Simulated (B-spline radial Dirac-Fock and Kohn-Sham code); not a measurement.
**K-line shifts caused by a second vacancy in Ba**

System: the free barium atom, configuration [Xe] 6s2.

The run's input, task.json:

```json
{"items": [{
  "Z": 56,
  "q": 0,
  "cfg": [[1, 0, 2], [2, 0, 2], [2, 1, 6], [3, 0, 2], [3, 1, 6], [3, 2, 10], [4, 0, 2], [4, 1, 6], [4, 2, 10], [5, 0, 2], [5, 1, 6], [6, 0, 2]],
  "A": 138,
  "rrms": 4.8378,
  "do": ["binding", "quiet", "double"]
}]}
```

Command: `python xray_run.py task.json out`

Calculated with a B-spline atomic structure program, using multi-electron Dirac-Fock with separately optimised hole states, Breit and Lamb-shift corrections added in first order. Each two-hole energy is an average over J within one jj subconfiguration, not an observable level; in light atoms, where LS coupling holds, the j-resolved values are not observed lines, and for a K spectator the Kα1 hypersatellite is nearly forbidden. No correlation.

Lines without a spectator: Kα2 (K-L2) 31813.8 eV, Kα1 (K-L3) 32190.7 eV, Kβ3 (K-M2) 36298.1 eV, Kβ1 (K-M3) 36372.5 eV. Shifts in eV with one spectator hole (a dash: not computed, or left out as unreliable):

| spectator hole | Kα2 | Kα1 | Kβ3 | Kβ1 |
| --- | --- | --- | --- | --- |
| K (1s) | +665.4 | +692.6 | +852.4 | +858.4 |
| L2 (2p1/2) | +76.0 | +97.3 | – | +201.2 |
| L3 (2p3/2) | +70.1 | +71.6 | +171.9 | – |
| M2 (3p1/2) | – | +12.08 | +26.50 | +32.0 |
| M3 (3p3/2) | +8.21 | – | +26.01 | +25.60 |
| M4 (3d3/2) | +1.69 | -1.36 | – | – |
| M5 (3d5/2) | -2.06 | +0.32 | – | – |

With n spectator holes in 2p, averaged over the 2p shell (energies in eV):

| n | KαLⁿ | step | hypersatellite KαʰLⁿ |
| --- | --- | --- | --- |
| 0 | 32065.0 | – | 32748.5 |
| 1 | 32143.4 | +78.4 | 32828.5 |
| 2 | 32223.1 | +79.7 | 32909.7 |
| 3 | 32304.1 | +81.0 | 32992.4 |
| 4 | 32386.5 | +82.4 | 33076.4 |
| 5 | 32470.3 | +83.8 | 33161.7 |
